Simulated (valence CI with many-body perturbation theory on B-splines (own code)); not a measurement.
## Ladder of approximations for Sm⁵⁴⁺

Computed by relativistic CI+MBPT: six valence electrons over a frozen Dirac-Fock core [He], a basis of 9 s, 9 p, 8 d, 6 f, 3 g, 1 h functions for each j, with the one-electron correlation potential Σ1, the two-electron term Σ2, the three-electron term Σ3, Breit, model QED; selected CI, second order for the rest, scaled by the run's own slope (own B-spline code, finite nucleus).

No measured spectrum was set against this ion. As an estimate, large intervals hold to a few tenths of a per cent, small ones and those within an open d or f shell to about a per cent. Among the levels kept, up to 2100 cm⁻¹ of a level comes from second order outside the variational space, and about a tenth of that is noise between levels of different J, which matters for small intervals.

Each rung adds one term. CI alone is the Dirac-Coulomb CI over the frozen core; QED comes last and gives the full result, which names the levels. Energies are above (2s^2 2p1/2^2 2p3/2^2) J=2 on the same rung, in eV.

Levels are named by their leading jj configuration (3d3/2^4 stands for four electrons in 3d with j = 3/2), which in mixed levels can hold well under half, so a name can repeat and another be missing.

| Level | CI alone |
| --- | --- |
| (2s^2 2p1/2^2 2p3/2^2) J=0 | 42.0 |
| (2s^2 2p1/2 2p3/2^3) J=1 | 628.5 |
| (2s^2 2p1/2 2p3/2^3) J=2 | 650.8 |
| (2s 2p1/2^2 2p3/2^3) J=2 | 946.8 |
| (2s 2p1/2^2 2p3/2^3) J=1 | 1010.9 |
| (2s^2 2p3/2^4) J=0 | 1294.1 |
| (2s 2p1/2 2p3/2^4) J=0 | 1584.7 |
| (2s 2p1/2 2p3/2^4) J=1 | 1621.4 |
| (2p1/2^2 2p3/2^4) J=0 | 1990.4 |
| (2s^2 2p1/2^2 2p3/2 3s) J=2 | 5989.2 |
| (2s^2 2p1/2^2 2p3/2 3s) J=1 | 5996.4 |
| (2s^2 2p1/2^2 2p3/2 3p1/2) J=1 | 6081.5 |
| (2s^2 2p1/2^2 2p3/2 3p1/2) J=2 | 6084.5 |
| (2s^2 2p1/2^2 2p3/2 3p3/2) J=3 | 6263.3 |
| (2s^2 2p1/2^2 2p3/2 3p3/2) J=1 | 6263.0 |
| (2s^2 2p1/2^2 2p3/2 3p3/2) J=2 | 6285.4 |

Task: What do these energies become with core correlation, Breit and QED?

Result: (2s^2 2p1/2^2 2p3/2^2) J=0 46.7 (+4.77); (2s^2 2p1/2 2p3/2^3) J=1 623.3 (-5.14); (2s^2 2p1/2 2p3/2^3) J=2 641.2 (-9.62); (2s 2p1/2^2 2p3/2^3) J=2 937.4 (-9.46); (2s 2p1/2^2 2p3/2^3) J=1 1002.5 (-8.39); (2s^2 2p3/2^4) J=0 1282.0 (-12.14); (2s 2p1/2 2p3/2^4) J=0 1570.0 (-14.74); (2s 2p1/2 2p3/2^4) J=1 1604.2 (-17.21); (2p1/2^2 2p3/2^4) J=0 1973.6 (-16.72); (2s^2 2p1/2^2 2p3/2 3s) J=2 5984.7 (-4.57); (2s^2 2p1/2^2 2p3/2 3s) J=1 5992.1 (-4.30); (2s^2 2p1/2^2 2p3/2 3p1/2) J=1 6077.7 (-3.80); (2s^2 2p1/2^2 2p3/2 3p1/2) J=2 6079.5 (-5.02); (2s^2 2p1/2^2 2p3/2 3p3/2) J=3 6255.6 (-7.67); (2s^2 2p1/2^2 2p3/2 3p3/2) J=1 6255.8 (-7.22); (2s^2 2p1/2^2 2p3/2 3p3/2) J=2 6278.4 (-7.00).

Task: How does the ionisation energy move along the ladder, and which term matters most?

Result: CI alone 11071, + Σ1 11071, + Σ2 11071, + Σ3 11071, + Breit 11062, + QED 11061 eV. The largest step is Breit, -10 eV. NIST lists 11060 ± 5 eV (theoretical).
